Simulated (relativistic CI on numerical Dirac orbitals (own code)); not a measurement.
## Ru⁺: 4p photoemission

Computed with this model: Dirac-Coulomb-Breit CI, separate exchange-only KLI orbitals for each configuration, model QED, valence Slater integrals scaled by 0.7, multiplet model of photoemission in the sudden approximation; configurations [Kr] 4d7 → [Ar] 3d10 4s2 4p5 4d7; 80 K; Lorentzian 1.68 eV and Gaussian 0.6 eV FWHM. Energies are those of the free ion, without screening or charge transfer. The energies are binding energies and can lie tens of eV above those of solids. S is read from ⟨S²⟩ = S(S + 1).

Field parameters in Wybourne normalisation: Td as Oh with Dq negative (B⁴₀ = 21Dq, B⁴₄ = √(5/14) B⁴₀). The field is a parameter set, without covalency.

Peaks in eV (height, largest 100): 58.8 (100), 64.8 (35), 69.4 (39).

Question: Which surroundings give this spectrum?
A. Td, 10Dq = -12300 cm⁻¹
B. Td, 10Dq = -4200 cm⁻¹
C. Td, 10Dq = -6900 cm⁻¹
D. free ion

Answer: A. Td, 10Dq = -12300 cm⁻¹, where the ground state has S = 1.50.
